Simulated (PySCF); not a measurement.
F₆W (SMILES [F][W]([F])([F])([F])([F])[F]), singlet, at a GFN2-xTB geometry (such geometries of metal compounds can be far from the true shape) (core potentials on W), with bond 7-1 at 1.3 times its length; DF-PBE0/def2-SVP (PySCF).

PySCF was given this input:
```python
from pyscf import gto, scf, dft

mol = gto.M(
    atom='''
W     0.000000   -0.000000   -0.000000
F     1.109154   -0.454999   -1.392349
F    -1.109154    0.454999    1.392349
F    -1.166339    0.782255   -1.184742
F    -0.886180   -1.599042   -0.183393
F     0.886180    1.599042    0.183393
F     1.516240   -1.016932    1.540165
''',
    basis='def2-svp',
    ecp={'W': 'def2-svp'},
    charge=0,
    spin=0,
    verbose=4,
)

mf = dft.RKS(mol)
mf.xc = 'pbe0'
mf.diis = False
mf.max_cycle = 100
mf = mf.density_fit(auxbasis='def2-universal-jkfit')
mf.kernel()
mf.analyze()
```

### Question
Predict the main parts of the log of this PySCF run.

### Answer

```
PySCF version 2.14.0

[INPUT] verbose = 4
[INPUT] num. atoms = 7
[INPUT] num. electrons = 68
[INPUT] charge = 0
[INPUT] spin (= nelec alpha-beta = 2S) = 0
[INPUT] symmetry False subgroup None
[INPUT] Mole.unit = angstrom
[INPUT] Symbol           X                Y                Z      unit          X                Y                Z       unit  Magmom
[...]
nuclear repulsion = 431.695745293406
number of shells = 48
number of NR pGTOs = 201
number of NR cGTOs = 116
basis = def2-svp
ecp = {'W': 'def2-svp'}

******** <class 'pyscf.df.df_jk.DFRKS'> ********
method = DFRKS
initial guess = minao
damping factor = 0
level_shift factor = 0
DIIS disabled
SCF conv_tol = 1e-09
SCF conv_tol_grad = None
SCF max_cycles = 100
direct_scf = False
XC library pyscf.dft.libxc version 7.1.2
    S. Lehtola, C. Steigemann, M. J. T. Oliveira, and M. A. L. Marques,  SoftwareX 7, 1–5 (2018)
XC functionals = pbe0
    C. Adamo and V. Barone,  J. Chem. Phys. 110, 6158 (1999)
    M. Ernzerhof and G. E. Scuseria,  J. Chem. Phys. 110, 5029 (1999)
radial grids:
    Treutler-Ahlrichs [JCP 102, 346 (1995); DOI:10.1063/1.469408] (M4) radial grids

becke partition: Becke, JCP 88, 2547 (1988); DOI:10.1063/1.454033
pruning grids: <function nwchem_prune>
grids dens level: 3
symmetrized grids: False
atomic radii adjust function: <function treutler_atomic_radii_adjust>
small_rho_cutoff = 0
Set gradient conv threshold to 3.16228e-05
Initial guess from minao.
tot grids = 109880
******** <class 'pyscf.df.df.DF'> ********
auxbasis = def2-universal-jkfit
init E= -652.626660188978
[...]
cycle= 1 E= -664.644388505972  delta_E=  -12  |g|= 1.78  |ddm|= 7.27
[...]
cycle= 2 E= -649.706131328217  delta_E= 14.9  |g|= 5.32  |ddm|= 5.98
[...]
cycle= 3 E= -607.700785317943  delta_E=   42  |g|= 10.9  |ddm|= 22.6
[...]
cycle= 4 E= -614.970130087705  delta_E= -7.27  |g|= 10.9  |ddm|= 35.8
[...]
cycle= 5 E= -430.666492828391  delta_E=  184  |g|= 11.7  |ddm|= 38.6

WARN: HOMO -3.51855998331174 == LUMO -3.51852289314071

cycle= 6 E= -439.61211992569  delta_E= -8.95  |g|= 18.4  |ddm|= 47.8
[...]
cycle= 7 E= -474.690090921043  delta_E= -35.1  |g|= 13.1  |ddm|= 43.7
[...]
cycle= 8 E= -414.80328295954  delta_E= 59.9  |g|= 18.5  |ddm|=   42

WARN: HOMO -1.84761797644915 == LUMO -1.84756259760157

cycle= 9 E= -471.552572485516  delta_E= -56.7  |g|= 12.7  |ddm|= 42.2
[...]
cycle= 10 E= -413.576487254188  delta_E=   58  |g|= 18.4  |ddm|= 42.6
[...]
cycle= 11 E= -471.279164354596  delta_E= -57.7  |g|= 12.7  |ddm|= 42.6
[...]
cycle= 12 E= -413.528332158684  delta_E= 57.8  |g|= 18.4  |ddm|= 42.6
[...]
cycle= 13 E= -471.271086858377  delta_E= -57.7  |g|= 12.7  |ddm|= 42.6
[...]
cycle= 14 E= -413.526222988455  delta_E= 57.7  |g|= 18.4  |ddm|= 42.6
[...]
cycle= 15 E= -471.270715411364  delta_E= -57.7  |g|= 12.7  |ddm|= 42.6
[...]
cycle= 16 E= -413.526134933931  delta_E= 57.7  |g|= 18.4  |ddm|= 42.6
[...]
cycle= 17 E= -471.27069236086  delta_E= -57.7  |g|= 12.7  |ddm|= 42.6
[...]
cycle= 18 E= -413.526130920148  delta_E= 57.7  |g|= 18.4  |ddm|= 42.6
[...]
cycle= 19 E= -471.270690243612  delta_E= -57.7  |g|= 12.7  |ddm|= 42.6
[...]
cycle= 20 E= -413.526130686771  delta_E= 57.7  |g|= 18.4  |ddm|= 42.6
[...]
cycle= 21 E= -471.270689986258  delta_E= -57.7  |g|= 12.7  |ddm|= 42.6
[...]
cycle= 22 E= -413.526130666662  delta_E= 57.7  |g|= 18.4  |ddm|= 42.6
[...]
cycle= 23 E= -471.270689951218  delta_E= -57.7  |g|= 12.7  |ddm|= 42.6
[...]
cycle= 24 E= -413.526130664291  delta_E= 57.7  |g|= 18.4  |ddm|= 42.6
[...]
cycle= 25 E= -471.270689946275  delta_E= -57.7  |g|= 12.7  |ddm|= 42.6
[...]
cycle= 26 E= -413.526130663968  delta_E= 57.7  |g|= 18.4  |ddm|= 42.6
[...]
cycle= 27 E= -471.27068994557  delta_E= -57.7  |g|= 12.7  |ddm|= 42.6
[...]
cycle= 28 E= -413.526130663924  delta_E= 57.7  |g|= 18.4  |ddm|= 42.6
[...]
cycle= 29 E= -471.27068994547  delta_E= -57.7  |g|= 12.7  |ddm|= 42.6
[...]
cycle= 30 E= -413.526130663917  delta_E= 57.7  |g|= 18.4  |ddm|= 42.6
[...]
[...]
[...]
cycle= 57 E= -471.270689945454  delta_E= -57.7  |g|= 12.7  |ddm|= 42.6
[...]
cycle= 58 E= -413.526130663914  delta_E= 57.7  |g|= 18.4  |ddm|= 42.6
[...]
cycle= 59 E= -471.270689945454  delta_E= -57.7  |g|= 12.7  |ddm|= 42.6
[...]
cycle= 60 E= -413.526130663913  delta_E= 57.7  |g|= 18.4  |ddm|= 42.6
[...]
cycle= 61 E= -471.270689945454  delta_E= -57.7  |g|= 12.7  |ddm|= 42.6
[...]
cycle= 62 E= -413.526130663915  delta_E= 57.7  |g|= 18.4  |ddm|= 42.6
[...]
cycle= 63 E= -471.270689945455  delta_E= -57.7  |g|= 12.7  |ddm|= 42.6
[...]
cycle= 64 E= -413.526130663915  delta_E= 57.7  |g|= 18.4  |ddm|= 42.6
[...]
cycle= 65 E= -471.270689945455  delta_E= -57.7  |g|= 12.7  |ddm|= 42.6
[...]
cycle= 66 E= -413.526130663914  delta_E= 57.7  |g|= 18.4  |ddm|= 42.6
[...]
cycle= 67 E= -471.270689945454  delta_E= -57.7  |g|= 12.7  |ddm|= 42.6
[...]
cycle= 68 E= -413.526130663915  delta_E= 57.7  |g|= 18.4  |ddm|= 42.6
[...]
cycle= 69 E= -471.270689945454  delta_E= -57.7  |g|= 12.7  |ddm|= 42.6
[...]
cycle= 70 E= -413.526130663914  delta_E= 57.7  |g|= 18.4  |ddm|= 42.6
[...]
cycle= 71 E= -471.270689945454  delta_E= -57.7  |g|= 12.7  |ddm|= 42.6
[...]
cycle= 72 E= -413.526130663913  delta_E= 57.7  |g|= 18.4  |ddm|= 42.6
[...]
cycle= 73 E= -471.270689945454  delta_E= -57.7  |g|= 12.7  |ddm|= 42.6
[...]
cycle= 74 E= -413.526130663915  delta_E= 57.7  |g|= 18.4  |ddm|= 42.6
[...]
cycle= 75 E= -471.270689945454  delta_E= -57.7  |g|= 12.7  |ddm|= 42.6
[...]
cycle= 76 E= -413.526130663915  delta_E= 57.7  |g|= 18.4  |ddm|= 42.6
[...]
cycle= 77 E= -471.270689945454  delta_E= -57.7  |g|= 12.7  |ddm|= 42.6
[...]
cycle= 78 E= -413.526130663915  delta_E= 57.7  |g|= 18.4  |ddm|= 42.6
[...]
cycle= 79 E= -471.270689945454  delta_E= -57.7  |g|= 12.7  |ddm|= 42.6
[...]
cycle= 80 E= -413.526130663914  delta_E= 57.7  |g|= 18.4  |ddm|= 42.6
[...]
cycle= 81 E= -471.270689945455  delta_E= -57.7  |g|= 12.7  |ddm|= 42.6
[...]
cycle= 82 E= -413.526130663915  delta_E= 57.7  |g|= 18.4  |ddm|= 42.6
[...]
cycle= 83 E= -471.270689945455  delta_E= -57.7  |g|= 12.7  |ddm|= 42.6
[...]
cycle= 84 E= -413.526130663914  delta_E= 57.7  |g|= 18.4  |ddm|= 42.6
[...]
cycle= 85 E= -471.270689945454  delta_E= -57.7  |g|= 12.7  |ddm|= 42.6
[...]
cycle= 86 E= -413.526130663914  delta_E= 57.7  |g|= 18.4  |ddm|= 42.6
[...]
cycle= 87 E= -471.270689945454  delta_E= -57.7  |g|= 12.7  |ddm|= 42.6
[...]
cycle= 88 E= -413.526130663914  delta_E= 57.7  |g|= 18.4  |ddm|= 42.6
[...]
cycle= 89 E= -471.270689945454  delta_E= -57.7  |g|= 12.7  |ddm|= 42.6
[...]
cycle= 90 E= -413.526130663913  delta_E= 57.7  |g|= 18.4  |ddm|= 42.6
[...]
cycle= 91 E= -471.270689945454  delta_E= -57.7  |g|= 12.7  |ddm|= 42.6
[...]
cycle= 92 E= -413.526130663914  delta_E= 57.7  |g|= 18.4  |ddm|= 42.6
[...]
cycle= 93 E= -471.270689945454  delta_E= -57.7  |g|= 12.7  |ddm|= 42.6
[...]
cycle= 94 E= -413.526130663914  delta_E= 57.7  |g|= 18.4  |ddm|= 42.6
[...]
cycle= 95 E= -471.270689945454  delta_E= -57.7  |g|= 12.7  |ddm|= 42.6
[...]
cycle= 96 E= -413.526130663914  delta_E= 57.7  |g|= 18.4  |ddm|= 42.6
[...]
cycle= 97 E= -471.270689945455  delta_E= -57.7  |g|= 12.7  |ddm|= 42.6
[...]
cycle= 98 E= -413.526130663914  delta_E= 57.7  |g|= 18.4  |ddm|= 42.6
[...]
cycle= 99 E= -471.270689945454  delta_E= -57.7  |g|= 12.7  |ddm|= 42.6
[...]
cycle= 100 E= -413.526130663913  delta_E= 57.7  |g|= 18.4  |ddm|= 42.6
SCF not converged.
SCF energy = -413.526130663913
**** SCF Summaries ****
Total Energy =                        -413.526130663913023
Nuclear Repulsion Energy =             431.695745293405707
One-electron Energy =                -1759.087352103596004
Two-electron Energy =                  913.865476146277274
Two-electron Coulomb Energy =          987.060402167213056
DFT Exchange-Correlation Energy =      -73.194926020935753
HOMO-LUMO gap [eV] =                     0.592891246950669
**** MO energy ****
[...]
Dipole moment(X, Y, Z, Debye): 172.55079, -115.71502, 175.27907
```

Convergence was not reached.
